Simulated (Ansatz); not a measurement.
A nudged elastic band was laid between two geometries of H2S + H4O2Sn (10 atoms, charge 0, multiplicity 1).

Theory: Ansatz, RKS PBE0/def2-SVP.

```json
{
 "movable images": "9",
 "climbing image": "yes",
 "spring": "5.0 eV/Å²",
 "optimiser": "quadratic models (default)",
 "start path": "through a guess of the saddle point",
 "force threshold": "0.03 eV/Å",
 "iteration limit": "57",
 "end points": "relaxed"
}
```

Initial state:

```xyz
10
Properties=species:S:1:pos:R:3
Sn -0.090 0.015 0.065
O -0.006 -0.046 2.058
H -0.771 0.369 2.473
H 1.483 0.088 -0.554
H -1.175 1.289 -0.333
O -0.939 -1.680 -0.557
H -1.900 -1.618 -0.598
S 1.465 -2.933 1.360
H 0.334 -3.014 0.618
H 0.891 -2.039 2.202
```

Final state:

```xyz
10
Properties=species:S:1:pos:R:3
Sn 0.417 -0.417 -0.518
O -1.266 -1.118 2.349
H -1.229 -0.353 2.933
H 0.961 -0.755 -2.100
H 0.541 1.215 -0.013
O -1.425 -1.111 -0.444
H -1.690 -1.122 0.496
S 1.777 -1.621 1.131
H 1.563 -2.828 0.560
H -0.356 -1.461 2.339
```

Q: What changes between the two ends?

A: Bonds broken: Sn1–O2, S8–H10. Bonds formed: Sn1–S8, O2–H10. H2S + H4O2Sn becomes H2O + H4OSSn.

Q: Give the energies along the band, and the barrier.

A: The forces met the threshold. The highest image is number 4 of 0 to 10, 0.37 eV above the first end and 1.13 eV above the last; the last end lies 0.76 eV below the first. The profile has 2 maxima (images 4, 7) with wells between them (image 6): this band takes more than one step, which may be the mechanism or a detour left from its start path. A vibrational analysis at the climbing image gives one clearly imaginary mode, 878i cm⁻¹: a first-order saddle point. The orbitals stay closed-shell, which can raise the energy where a bond breaks towards radicals; this wasn't checked here.

```tsv
image	path coordinate (Å)	energy (eV)	Sn1–O2 (Å)	S8–H10 (Å)	Sn1–S8 (Å)
0	0.00	0.00	2.00	1.36	3.57
1	0.36	0.01	2.00	1.36	3.47
2	0.73	0.05	2.01	1.37	3.25
3	1.09	0.20	2.05	1.41	2.99
4	1.45	0.37	2.12	1.58	2.81
5	3.03	-0.39	2.67	2.29	2.46
6	4.60	-0.47	3.43	2.51	2.45
7	6.17	-0.38	3.54	2.46	2.44
8	7.74	-0.42	3.50	2.43	2.45
9	9.31	-0.59	3.19	2.40	2.45
10	10.89	-0.76	3.40	2.46	2.45
```

Q: What is the geometry of the highest image?

A: 
```xyz
10
Properties=species:S:1:pos:R:3
Sn 0.034 -0.288 0.037
O 0.193 -0.218 2.151
H -0.595 -0.008 2.671
H 1.469 0.166 -0.766
H -1.123 1.008 0.008
O -1.094 -1.781 -0.660
H -1.945 -1.432 -0.954
S 1.388 -2.465 1.177
H 0.254 -3.167 0.956
H 0.711 -1.385 2.114
```

The band took 51 iterations and of the order of 50 core-minutes.

Run time: 24 min on 2 threads of Arm Neoverse V1 (shared host), peak memory 0.27 GiB.
